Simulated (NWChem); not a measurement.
System: C2H3BFNO; SMILES FB1COC=N1

```xyz
9

F     -0.0311     2.1070     0.0000
B      0.0341     0.7881     0.0000
C     -1.1909    -0.2238     0.0000
O     -0.4972    -1.4861     0.0000
C      0.8048    -1.2047     0.0000
N      1.2358     0.0040     0.0000
H     -1.8395    -0.1826     0.8894
H     -1.8395    -0.1826    -0.8894
H      1.4317    -2.1072     0.0000
```
Atoms are numbered in this order, from 1.

All runs: NWChem. Pople sets run with spherical d functions. Medium grid unless said otherwise, to which SCAN and Minnesota functionals are sensitive. The geometry was optimised at PBE0/def2-SVP. Hybrids' shares of exact exchange are those that their runs print; pure functionals count as 0. The functionals differ in more than this share.

```csv
row,share of exact exchange,highest occupied level (eV)
PBE/6-31G*,0.00,-6.16
BP86/6-31G*,0.00,-6.29
TPSSh/6-31G*,0.10,-6.95
B3LYP/6-31G*,0.20,withheld
MN15/6-31G*,0.44,-8.63
```

Fit a straight line of the last column on the one before it, predict the withheld value, and compare with the run.


1. Means of the 4 shown rows: x = 0.135, y = -7.008. Slope Σ(x − x̄)(y − ȳ)/Σ(x − x̄)² = -0.7082/0.1307 = -5.418; intercept -6.276.
2. The shown rows scatter about the line by 0.089 (root mean square); the largest residual is -0.13, at TPSSh/6-31G*.
3. At x = 0.20 (B3LYP/6-31G*; inside the shown range) the line gives -7.36.
4. The run gives -7.50, -0.14 from the line, 1.6 times the scatter.
